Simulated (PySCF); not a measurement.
No solvent model, one conformer, relativity neglected, equivalent nuclei averaged. PBE0/pcSseg-1 with gauge-including orbitals; coordinates at the GFN2-xTB level; PySCF 2.14.0 with density-fitted response routines.

Scale: $^{1}$H (σref 31.72) and $^{13}$C (σref 186.93) against TMS (reference shieldings calculated alike). Shifts are as computed. Against solution values, carbons near 30 ppm lie about +3 ppm off and those near 130 ppm about +5 ppm. Of 1211 compounds with measured shifts, 218 miss one by over three times the rms of a fit or turn the order of signals round; such compounds aren't used in these exercises.

Question: Order these molecules by the shift of their most shielded carbon-bound hydrogen, lowest δ first.
A. Cc1cpcn1C(C)(C)C
B. C=C(C)CCF
C. COCCOC
D. N#C[C@H]1CC=C1C(F)(F)F

Answer: A (1.65 ppm, hydrogen on a methyl carbon), B (2.06 ppm, hydrogen on an allylic methyl carbon), D (2.79 ppm, hydrogen on an allylic sp3 CH2), C (3.52 ppm, hydrogen on a methyl carbon bonded to O).

Question: Order these molecules by the shift of their most shielded carbon, lowest δ first.
A. N#C[C@H]1CC=C1C(F)(F)F
B. COCCOC
C. Cc1cpcn1C(C)(C)C

Answer: C (22.4 ppm, methyl carbon on an aromatic ring), A (28.3 ppm, allylic sp3 CH), B (61.4 ppm, methyl carbon bonded to O).

Question: How many $^{13}$C and $^{1}$H signals does each give (equivalence by symmetry and fast rotation, but not about amide C–N or C=N bonds)? `Cc1cpcn1C(C)(C)C`, `COCCOC`, `C=C(C)CCF`, `N#C[C@H]1CC=C1C(F)(F)F`

Answer: Cc1cpcn1C(C)(C)C: 6 C, 4 H; COCCOC: 2 C, 2 H; C=C(C)CCF: 5 C, 5 H; N#C[C@H]1CC=C1C(F)(F)F: 6 C, 4 H.
